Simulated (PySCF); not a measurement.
# Magnetisability: `InChI=1S/C7H10B2/c1-7(2)9-5-3-8-4-6-9/h3-6,8H,1H2,2H3`

Molfile (atoms numbered from 1):
```
C7H10B2
     RDKit          3D

 19 19  0  0  0  0  0  0  0  0999 V2000
   -2.2366   -1.2606   -0.5101 C   0  0  0  0  0  0  0  0  0  0  0  0
   -1.5557   -0.1948   -0.0784 C   0  0  0  0  0  0  0  0  0  0  0  0
   -2.3070    0.9741    0.5000 C   0  0  0  0  0  0  0  0  0  0  0  0
   -0.0049   -0.1085   -0.2284 B   0  0  0  0  0  0  0  0  0  0  0  0
    0.8767   -1.3837   -0.1011 C   0  0  0  0  0  0  0  0  0  0  0  0
    2.1861   -1.2800    0.2000 C   0  0  0  0  0  0  0  0  0  0  0  0
    2.9045    0.0936    0.1580 B   0  0  0  0  0  0  0  0  0  0  0  0
    2.0316    1.3642   -0.0127 C   0  0  0  0  0  0  0  0  0  0  0  0
    0.7211    1.2661   -0.3086 C   0  0  0  0  0  0  0  0  0  0  0  0
   -3.3158   -1.3062   -0.4807 H   0  0  0  0  0  0  0  0  0  0  0  0
   -1.7458   -2.1150   -0.9447 H   0  0  0  0  0  0  0  0  0  0  0  0
   -1.8853    1.2524    1.4644 H   0  0  0  0  0  0  0  0  0  0  0  0
   -3.3628    0.7438    0.6305 H   0  0  0  0  0  0  0  0  0  0  0  0
   -2.2206    1.8370   -0.1592 H   0  0  0  0  0  0  0  0  0  0  0  0
    0.4289   -2.3732   -0.1353 H   0  0  0  0  0  0  0  0  0  0  0  0
    2.7485   -2.1913    0.3878 H   0  0  0  0  0  0  0  0  0  0  0  0
    4.0751    0.1607    0.1211 H   0  0  0  0  0  0  0  0  0  0  0  0
    2.4837    2.3529    0.0104 H   0  0  0  0  0  0  0  0  0  0  0  0
    0.1685    2.1777   -0.5204 H   0  0  0  0  0  0  0  0  0  0  0  0
  1  2  2  0
  2  3  1  0
  2  4  1  0
  4  5  1  0
  5  6  2  0
  6  7  1  0
  7  8  1  0
  8  9  2  0
  9  4  1  0
  1 10  1  0
  1 11  1  0
  3 12  1  0
  3 13  1  0
  3 14  1  0
  5 15  1  0
  6 16  1  0
  7 17  1  0
  8 18  1  0
  9 19  1  0
M  END
```

Level of theory: GIAO BHandHLYP/pcSseg-1 magnetisability, rotational g tensor and spin-rotation constants, non-relativistic, gas phase in PySCF 2.14.0. Geometry: GFN2-xTB.

(1) What are the magnetisability and the molar susceptibility?

(2) Split it along the inertial axes a, b, c into diamagnetic and paramagnetic parts about the centre of mass, with the quadrupole moment.

(3) And the rotational g tensor?

Results:

(1) Isotropic -993 × 10⁻³⁰ J/T², or -59.8 × 10⁻⁶ cm³/mol; principal values -1383, -835, -761 × 10⁻³⁰ J/T², anisotropy 589 × 10⁻³⁰ J/T² (root of half the summed squared differences of the principal values). The susceptibility is in cgs units.

(2) 
```csv
axis,χ (10⁻⁶ cm³/mol),diamagnetic (10⁻⁶ cm³/mol),paramagnetic (10⁻⁶ cm³/mol),summed x² of all electrons (Å²),quadrupole Θ (D Å)
a,-46.6,-514.3,467.7,254.4,-0.08
b,-49.7,-1163.1,1113.4,101.5,+3.29
c,-83.1,-1509.8,1426.6,19.8,-3.21
```
Anisotropies 2χaa − χbb − χcc = +39.6 and 2χbb − χaa − χcc = +30.4 × 10⁻⁶ cm³/mol. Θ is traceless in Buckingham's convention.

(3) 
```tsv
axis	rotational constant (GHz)	g	nuclear part	electronic part
a	3.1585	-0.0754	0.6185	-0.6939
b	1.1495	-0.0268	0.5745	-0.6013
c	0.8774	-0.0051	0.5829	-0.5881
```
Asymmetric top; isotopes 11B, 12C, 1H; no vibrational averaging.
